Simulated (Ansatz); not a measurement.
C2H10BNSi (`BN(C)[SiH2]C`) at its PBE0-D4/def2-TZVP geometry, where that method's forces vanish. The species carries charge 0 and has multiplicity 1.

```xyz
15

B    -1.5136    0.5694   -1.3375
N    -0.8041   -0.0165   -0.2893
C    -0.9713   -1.4236    0.0527
Si    0.3420    0.8892    0.6859
C     2.0844    0.2734    0.4331
H    -2.2828   -0.0973   -1.9738
H    -1.3425    1.7286   -1.5854
H    -0.0409   -1.9828   -0.0886
H    -1.7364   -1.8700   -0.5830
H    -1.2757   -1.5412    1.0977
H     0.2238    2.3195    0.3194
H    -0.0346    0.6997    2.1162
H     2.7790    0.8437    1.0557
H     2.3899    0.3877   -0.6096
H     2.1829   -0.7798    0.7065
```

(1) What forces (eV/Å) does PBE-D4/def2-TZVPP give on these atoms in Ansatz 0.2.0? (Estimate.)

## Answers

(1) Computed: 
```
B1  -0.126  0.134 -0.195
N2  -0.056  0.005 -0.052
C3  -0.009 -0.135  0.045
Si4  0.134  0.154  0.135
C5  -0.031  0.002  0.002
H6  -0.074 -0.076 -0.057
H7   0.021  0.115 -0.021
H8   0.187 -0.120 -0.019
H9  -0.156 -0.094 -0.132
H10 -0.054 -0.034  0.214
H11 -0.018  0.147 -0.038
H12 -0.045 -0.022  0.148
H13  0.135  0.103  0.116
H14  0.064  0.020 -0.194
H15  0.028 -0.200  0.050
```
